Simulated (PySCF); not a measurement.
Theory: delta-SCF UKS SCAN, pcX-2 on the ionised atom, pcseg-1 elsewhere, spin-free X2C (PySCF 2.14.0). Geometries: PBE0-D3(BJ)/def2-SVP; isolated species, one conformer each. Values against the vacuum level.

(1) Order these sites by rising C 1s binding energy.
A. C3 in `[SiH3:1][O:2]/[CH:3]=[CH:4]\[Br:5]`
B. C2 in `[CH2:1]=[CH:2][CH2:3][P@@+:4]([CH3:5])([PH2:6])[CH2:7][CH3:8]`
C. C4 in `[BH3-:1][N@H+:2]([CH3:3])[CH:4]([CH3:5])[CH3:6]`
D. C2 in `[CH3:1][CH2:2][C@@H:3]1[C@H:4]([CH2:5][CH3:6])[P@@H+:7]1[PH2:8]`

## Answers

(1) C (292.00 eV), A (292.44 eV), B (294.54 eV), D (294.81 eV).

From the lowest up, the atoms are bonded to: N, 2 C and H (292.00); O, C (double bond) and H (292.44); C (double bond), C and H in a species of charge +1 (294.54); 2 C and 2 H in a species of charge +1 (294.81).
